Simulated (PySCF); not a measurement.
Spinor energies of Al (aluminium, neutral)

Start: [Ne] 3s2 3p1; 3p1/2 filled at m_j = +1/2. Calculated with PySCF 2.14 in x2c-SVPall-2c with one added diffuse shell each of s, p type (5s5p1d, 25 functions): generalised Hartree-Fock with the X2C-1e Hamiltonian and a Gaussian nucleus; one run each with spin-orbit coupling (SO) switched off, then screened by Boettger's factors.

```tsv
spinor shell	electrons	ε, spin-free (eV)	ε, screened SO (eV)	weight of nominal j (screened SO)	rms radius, screened SO (bohr)
1s1/2	2	-1594.1	-1594.1	1.000	0.139
2s1/2	2	-133.90	-133.89	1.000	0.677
2p1/2	2	-87.402	-87.830	0.988	0.673
2p3/2	4	-87.402	-87.175	0.994	0.676
3s1/2	2	-10.691	-10.686	0.997	2.82
3p1/2	1	-5.893	-5.904	0.923	3.71
```

```
   quantity   spin-free  screened SO
E (hartree)  -242.22068   -242.22112
        M_J         1/2          1/2
       ⟨J²⟩       1.034        0.993
       ⟨L²⟩       2.033        2.033
       ⟨S²⟩       0.761        0.761
```

Each row is a mean over spinors that exchange with the open shell spreads, by up to 0.409 eV (2p1/2).

⟨J²⟩ departs a little from M_J(M_J + 1) because the unrestricted spinors polarise the closed shells.

Without spin-orbit coupling the j labels of p, d and f shells carry no meaning; the spin-free column gives the mean over the occupied spinors of each nl shell, and its ⟨J²⟩ belongs to a mixture of degenerate components.
